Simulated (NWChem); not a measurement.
System: C3H5ClSi; SMILES C=C=C[SiH2]Cl

NWChem input:

```
start job
memory heap 200 mb stack 900 mb global 1100 mb
geometry units angstroms noautosym nocenter noautoz
  C     -0.213339    -3.232752    -0.473683
  C     -0.277349    -2.076446     0.131870
  C     -0.318527    -0.904013     0.718525
  Si     0.724623     0.507319     0.100058
  Cl    -0.475534     2.059313    -0.617439
  H      0.511039    -3.988468    -0.178613
  H     -0.887480    -3.480642    -1.290447
  H     -0.965907    -0.762038     1.586108
  H      1.584606     0.041957    -1.011035
  H      1.538996     1.090755     1.194041
end
basis spherical
  * library def2-svp
end
dft
  xc pbe0
  iterations 150
end
cosmo
  do_cosmo_smd true
  solvent ethanol
end
task dft energy
```

Structure relaxed at the B3LYP/6-31G* (spherical d) level. Solvent: ethanol.

Level: PBE0/def2-SVP with SMD (1 M gas to 1 M solution), gas-phase geometry. Reactions with the solvent are ignored.

Problem. What results follow from this input? (PBE0/def2-SVP, SMD on the gas-phase geometry.) Quantities: solvation free energy (kcal/mol); cavity-dispersion-structure term (kcal/mol); dipole in solution (D).

Solution. 
```json
{
 "solvation free energy (kcal/mol)": "-3.0",
 "cavity-dispersion-structure term (kcal/mol)": "0.0",
 "dipole in solution (D)": "2.59"
}
```
